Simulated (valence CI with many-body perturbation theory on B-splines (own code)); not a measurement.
**E1 line list for Sn35+**

Method: relativistic CI+MBPT: five valence electrons over a frozen Dirac-Fock core [Ne], a basis of 11 s, 11 p, 10 d, 8 f, 5 g, 2 h functions for each j, with the one-electron correlation potential Σ1, the two-electron term Σ2, the three-electron term Σ3, Breit, model QED; selected CI, second order for the rest, scaled by the run's own slope (own B-spline code, finite nucleus).

The last digits are not significant, and no measured levels were compared; by estimate large intervals hold to a few tenths of a per cent, small ones and those within an open d or f shell to about a per cent. Among the levels kept, up to 4300 cm⁻¹ of a level comes from second order outside the variational space, and about a tenth of that is noise between levels of different J, which matters for small intervals.

Lines 201 to 250 of 569 in falling wavelength, among levels below 33.391 Ry, chosen from the strongest by gf and those to the six lowest levels. Wavelengths and rates use the calculated energies. Electric multipoles are in the length gauge with retardation, E1 and E2 with the static RPA response of the core. Weak lines are less certain than strong ones. Lines between different terms over intervals too small for the method are left out, as are lines whose strength nearly cancels. Where a level lies close to another of its J and parity, the split of strength between their lines is uncertain. The highest levels of a list are the least certain.

Levels are named by their leading jj configuration (3d3/2^4 stands for four electrons in 3d with j = 3/2), which in mixed levels can hold well under half, so a name can repeat and another be missing. Letters in brackets count levels of one name in rising energy.

| λ vac (nm) | Upper | Lower | A (s⁻¹) | S (a.u.) |
| --- | --- | --- | --- | --- |
| 7.381 | (3s^2 3p1/2 3d3/2^2) J=3/2 | (3s^2 3p1/2 3p3/2 3d3/2) J=5/2 [a] | 2.95e+10 | 2.35e-02 |
| 7.376 | (3s 3p1/2 3p3/2^2 3d5/2) J=7/2 [c] | (3s^2 3p1/2 3p3/2 3d5/2) J=5/2 [a] | 3.36e+10 | 5.33e-02 |
| 7.376 | (3s^2 3p3/2 3d3/2 3d5/2) J=1/2 [b] | (3s^2 3p3/2^2 3d3/2) J=3/2 [a] | 1.27e+11 | 5.04e-02 |
| 7.371 | (3s 3p1/2^2 3p3/2 3d3/2) J=1/2 [b] | (3s^2 3p1/2^2 3d3/2) J=3/2 | 9.72e+10 | 3.84e-02 |
| 7.369 | (3s 3p3/2^3 3d3/2) J=1/2 [a] | (3s^2 3p1/2 3p3/2 3d5/2) J=3/2 [b] | 8.67e+10 | 3.43e-02 |
| 7.366 | (3s 3p1/2 3p3/2^2 3d5/2) J=5/2 [h] | (3s^2 3p1/2 3p3/2 3d5/2) J=5/2 [b] | 2.58e+10 | 3.05e-02 |
| 7.363 | (3s 3p1/2 3p3/2^2 3d5/2) J=3/2 [a] | (3s 3p1/2 3p3/2^3) J=3/2 [a] | 4.28e+10 | 3.37e-02 |
| 7.360 | (3s^2 3p3/2 3d3/2 3d5/2) J=5/2 [d] | (3s^2 3p3/2^2 3d3/2) J=3/2 [b] | 7.33e+10 | 8.65e-02 |
| 7.354 | (3s^2 3p3/2 3d3/2 3d5/2) J=1/2 [b] | (3s^2 3p3/2^2 3d3/2) J=1/2 | 6.16e+10 | 2.42e-02 |
| 7.349 | (3s 3p1/2^2 3d3/2 3d5/2) J=7/2 [b] | (3s 3p1/2^2 3p3/2 3d3/2) J=5/2 [a] | 1.41e+10 | 2.20e-02 |
| 7.345 | (3p1/2^2 3p3/2^3) J=3/2 | (3s 3p1/2^2 3p3/2^2) J=3/2 | 9.17e+10 | 7.17e-02 |
| 7.336 | (3s^2 3p1/2 3d5/2^2) J=7/2 | (3s^2 3p1/2 3p3/2 3d5/2) J=9/2 | 2.04e+10 | 3.18e-02 |
| 7.333 | (3s 3p1/2 3p3/2^2 3d5/2) J=7/2 [f] | (3s^2 3p1/2 3p3/2 3d5/2) J=7/2 [b] | 9.78e+10 | 1.52e-01 |
| 7.331 | (3s 3p1/2 3p3/2^2 3d3/2) J=3/2 [d] | (3s^2 3p1/2 3p3/2 3d3/2) J=1/2 [a] | 1.15e+11 | 8.91e-02 |
| 7.326 | (3s^2 3p3/2 3d3/2 3d5/2) J=7/2 [e] | (3s^2 3p3/2^2 3d3/2) J=5/2 | 1.48e+11 | 2.30e-01 |
| 7.325 | (3s 3p1/2 3p3/2^2 3d5/2) J=7/2 [f] | (3s^2 3p1/2 3p3/2 3d3/2) J=5/2 [c] | 2.31e+10 | 3.58e-02 |
| 7.325 | (3s 3p1/2^2 3d3/2 3d5/2) J=5/2 [b] | (3s 3p1/2^2 3p3/2 3d3/2) J=5/2 [a] | 4.36e+10 | 5.07e-02 |
| 7.313 | (3s 3p1/2 3p3/2^2 3d5/2) J=5/2 [e] | (3s^2 3p1/2 3p3/2 3d3/2) J=5/2 [b] | 1.92e+10 | 2.22e-02 |
| 7.312 | (3s^2 3p3/2 3d5/2^2) J=1/2 | (3s^2 3p3/2^2 3d5/2) J=1/2 | 1.20e+11 | 4.61e-02 |
| 7.304 | (3s 3p1/2 3p3/2^2 3d5/2) J=5/2 [a] | (3s^2 3p1/2 3p3/2 3d3/2) J=3/2 [a] | 2.22e+10 | 2.57e-02 |
| 7.298 | (3s^2 3p3/2 3d3/2^2) J=1/2 [a] | (3s^2 3p1/2 3p3/2 3d5/2) J=1/2 | 3.34e+10 | 1.28e-02 |
| 7.293 | (3s 3p1/2 3p3/2^2 3d5/2) J=5/2 [c] | (3s^2 3p1/2 3p3/2 3d5/2) J=7/2 [a] | 2.32e+10 | 2.66e-02 |
| 7.288 | (3s 3p3/2^3 3d5/2) J=3/2 | (3s^2 3p3/2^2 3d5/2) J=1/2 | 1.15e+11 | 8.80e-02 |
| 7.282 | (3s^2 3p3/2 3d3/2 3d5/2) J=3/2 [b] | (3s^2 3p3/2^2 3d3/2) J=5/2 | 1.28e+11 | 9.73e-02 |
| 7.280 | (3s^2 3p3/2 3d3/2 3d5/2) J=3/2 [b] | (3s^2 3p3/2^2 3d3/2) J=1/2 | 1.81e+10 | 1.38e-02 |
| 7.279 | (3s 3p3/2^3 3d5/2) J=5/2 [b] | (3s^2 3p3/2^2 3d3/2) J=3/2 [a] | 6.20e+10 | 7.08e-02 |
| 7.277 | (3s^2 3p1/2 3p3/2 3d3/2) J=1/2 [c] | (3s^2 3p1/2 3p3/2^2) J=3/2 | 6.39e+10 | 2.43e-02 |
| 7.277 | (3s^2 3p1/2 3d3/2^2) J=1/2 | (3s^2 3p1/2 3p3/2 3d3/2) J=1/2 [a] | 9.30e+10 | 3.54e-02 |
| 7.276 | (3s^2 3p1/2 3p3/2 3d3/2) J=5/2 [c] | (3s^2 3p1/2 3p3/2^2) J=3/2 | 2.68e+10 | 3.05e-02 |
| 7.273 | (3s 3p3/2^3 3d3/2) J=5/2 [b] | (3s^2 3p3/2^2 3d5/2) J=5/2 [a] | 3.36e+10 | 3.83e-02 |
| 7.272 | (3s 3p1/2 3p3/2^2 3d5/2) J=5/2 [g] | (3s^2 3p1/2 3p3/2 3d5/2) J=7/2 [b] | 2.11e+10 | 2.40e-02 |
| 7.268 | (3s^2 3p3/2 3d3/2 3d5/2) J=3/2 [a] | (3s 3p1/2 3p3/2^3) J=3/2 [b] | 3.83e+10 | 2.90e-02 |
| 7.265 | (3s 3p1/2 3p3/2^2 3d5/2) J=3/2 [b] | (3s^2 3p1/2 3p3/2 3d5/2) J=5/2 [a] | 1.40e+11 | 1.06e-01 |
| 7.264 | (3s 3p1/2 3p3/2^2 3d5/2) J=5/2 [g] | (3s^2 3p1/2 3p3/2 3d3/2) J=5/2 [c] | 6.00e+10 | 6.81e-02 |
| 7.264 | (3s^2 3p1/2 3p3/2 3d5/2) J=3/2 [b] | (3s^2 3p1/2 3p3/2^2) J=5/2 | 8.25e+10 | 6.24e-02 |
| 7.263 | (3p1/2^2 3p3/2^3) J=3/2 | (3s 3p1/2^2 3p3/2^2) J=1/2 | 2.01e+10 | 1.52e-02 |
| 7.259 | (3s 3p3/2^3 3d5/2) J=5/2 [b] | (3s^2 3p3/2^2 3d3/2) J=5/2 | 3.25e+10 | 3.68e-02 |
| 7.250 | (3s 3p1/2 3p3/2^2 3d5/2) J=5/2 [c] | (3s^2 3p1/2 3p3/2 3d5/2) J=5/2 [a] | 5.18e+10 | 5.84e-02 |
| 7.243 | (3s 3p3/2^3 3d5/2) J=7/2 [b] | (3s^2 3p3/2^2 3d3/2) J=7/2 | 2.94e+10 | 4.41e-02 |
| 7.242 | (3s 3p1/2 3p3/2^2 3d3/2) J=3/2 [g] | (3s^2 3p1/2 3p3/2 3d3/2) J=5/2 [b] | 2.53e+10 | 1.90e-02 |
| 7.241 | (3s 3p1/2 3p3/2^2 3d3/2) J=5/2 [f] | (3s^2 3p1/2 3p3/2 3d3/2) J=5/2 [b] | 2.11e+10 | 2.37e-02 |
| 7.239 | (3s^2 3p3/2 3d3/2 3d5/2) J=3/2 [c] | (3s^2 3p3/2^2 3d3/2) J=3/2 [a] | 1.51e+11 | 1.13e-01 |
| 7.237 | (3s^2 3p3/2 3d3/2 3d5/2) J=7/2 [d] | (3s^2 3p3/2^2 3d5/2) J=7/2 | 6.89e+10 | 1.03e-01 |
| 7.231 | (3s^2 3p1/2 3p3/2 3d5/2) J=5/2 [b] | (3s^2 3p1/2 3p3/2^2) J=5/2 | 1.08e+11 | 1.20e-01 |
| 7.224 | (3s^2 3p3/2 3d3/2 3d5/2) J=1/2 [a] | (3s^2 3p1/2 3p3/2 3d5/2) J=3/2 [b] | 8.32e+10 | 3.10e-02 |
| 7.222 | (3s 3p1/2 3p3/2^2 3d5/2) J=7/2 [b] | (3s^2 3p1/2 3p3/2 3d3/2) J=7/2 | 1.93e+10 | 2.87e-02 |
| 7.219 | (3s^2 3p3/2 3d3/2 3d5/2) J=3/2 [c] | (3s^2 3p3/2^2 3d3/2) J=5/2 | 2.36e+10 | 1.75e-02 |
| 7.218 | (3s^2 3p3/2 3d3/2 3d5/2) J=3/2 [c] | (3s^2 3p3/2^2 3d3/2) J=1/2 | 2.54e+10 | 1.88e-02 |
| 7.215 | (3s 3p1/2 3p3/2^2 3d5/2) J=7/2 [d] | (3s^2 3p1/2 3p3/2 3d5/2) J=9/2 | 9.61e+10 | 1.42e-01 |
| 7.208 | (3s 3p1/2 3p3/2^2 3d5/2) J=3/2 [f] | (3s^2 3p1/2 3p3/2 3d5/2) J=5/2 [b] | 2.45e+10 | 1.81e-02 |
